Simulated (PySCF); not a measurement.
Geometry:
| atom | x (Å) | y (Å) | z (Å) |
| --- | --- | --- | --- |
| C1 | -2.930 | -0.976 | -0.358 |
| C2 | -1.878 | 0.111 | -0.197 |
| C3 | -1.112 | 0.403 | -1.484 |
| Ge4 | 0.274 | 1.763 | -1.277 |
| O5 | 1.412 | 1.241 | -0.005 |
| Ge6 | 2.426 | -0.213 | 0.057 |
| H7 | -3.465 | -1.166 | 0.585 |
| H8 | -2.473 | -1.926 | -0.679 |
| H9 | -3.678 | -0.698 | -1.117 |
| H10 | -2.357 | 1.038 | 0.165 |
| H11 | -1.164 | -0.178 | 0.594 |
| H12 | -1.797 | 0.738 | -2.283 |
| H13 | -0.628 | -0.514 | -1.863 |
| H14 | -0.297 | 3.100 | -0.768 |
| H15 | 1.061 | 1.963 | -2.594 |
| H16 | 3.334 | -0.051 | 1.284 |
| H17 | 1.527 | -1.461 | 0.203 |
| H18 | 3.256 | -0.323 | -1.240 |

Geometry: PBE0-D3(BJ)/def2-SVP; GIAO absolute shieldings from PySCF 2.14, gas phase, non-relativistic, averaged over equivalent atoms.

At CAM-B3LYP/pcSseg-1 (210 basis functions, 52 s wall time on 1 thread of an Arm Neoverse V1, shared host):
| atoms | σ (ppm) |
| --- | --- |
| C3 | 161.1 |
| C2 | 162.2 |
| C1 | 162.7 |
| Ge4 | 1312.8 |
| Ge6 | 1401.9 |
| O5 | 352.6 |
| H14/H15 | 26.28 |
| H16/H17/H18 | 26.28 |
| H10/H11 | 29.88 |
| H7/H8/H9 | 30.23 |
| H12/H13 | 30.64 |

Question: What do these become at B97-2/pcSseg-1?

Answer: 
```json
{"atoms": "C3", "σ at B97-2/pcSseg-1": "162.5", "change": "+1.4"}
{"atoms": "C2", "σ at B97-2/pcSseg-1": "162.7", "change": "+0.5"}
{"atoms": "C1", "σ at B97-2/pcSseg-1": "163.6", "change": "+0.9"}
{"atoms": "Ge4", "σ at B97-2/pcSseg-1": "1323.0", "change": "+10.2"}
{"atoms": "Ge6", "σ at B97-2/pcSseg-1": "1407.5", "change": "+5.6"}
{"atoms": "O5", "σ at B97-2/pcSseg-1": "342.0", "change": "-10.6"}
{"atoms": "H14/H15", "σ at B97-2/pcSseg-1": "26.33", "change": "+0.05"}
{"atoms": "H16/H17/H18", "σ at B97-2/pcSseg-1": "26.34", "change": "+0.06"}
{"atoms": "H10/H11", "σ at B97-2/pcSseg-1": "29.91", "change": "+0.03"}
{"atoms": "H7/H8/H9", "σ at B97-2/pcSseg-1": "30.29", "change": "+0.06"}
{"atoms": "H12/H13", "σ at B97-2/pcSseg-1": "30.64", "change": "+0.00"}
```

The largest change is at O5 (oxygen bonded to 2 Ge). Cost: 210 basis functions, 37 s wall time on 1 thread of an Arm Neoverse V1, shared host. The order of the carbon signals is the same at both levels.

Relativistic effects, spin–orbit coupling among them, are left out; they matter for Ge and for the light atoms bonded to it.
